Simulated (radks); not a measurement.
Polarisability of the terbium ion Tb5+, [Kr] 4d10 4f7 5s2 5p5, at imaginary frequency. All-electron calculation, scalar-relativistic Kohn-Sham, exchange-only LDA, spin-polarised, spherical densities, finite nucleus; open shells are filled with parallel spins first (spin-orbit coupling, left out, can overturn this in heavy ions); Fermi nuclear charge, rms radius 5.06 fm. Program: a radial shooting solver on a logarithmic mesh with Libxc functionals. Response by self-consistent Sternheimer equations with the Hartree and adiabatic exchange-only LDA kernel, the relativistic mass of each level held fixed and spin-orbit coupling left out.

w (hartree),alpha1(iw) (bohr^3)
0.00266,3.546
0.0143,3.546
0.0360,3.544
0.0697,3.538
0.118,3.523
0.186,3.491
0.280,3.424
0.413,3.294
0.605,3.056
0.892,2.656
1.35,2.071
2.12,1.380
3.59,0.7576
6.94,0.3203
17.5,0.07990

Static values: alpha1 = 3.546 bohr^3 (0.5255 angstrom^3; uncoupled 6.253). C6 = 16.03, triple-dipole C9 = 40.27 atomic units. One-pole (London) frequency 4 C6 / (3 alpha1^2) = 1.700 hartree, against 2.643 for minus the highest occupied eigenvalue.
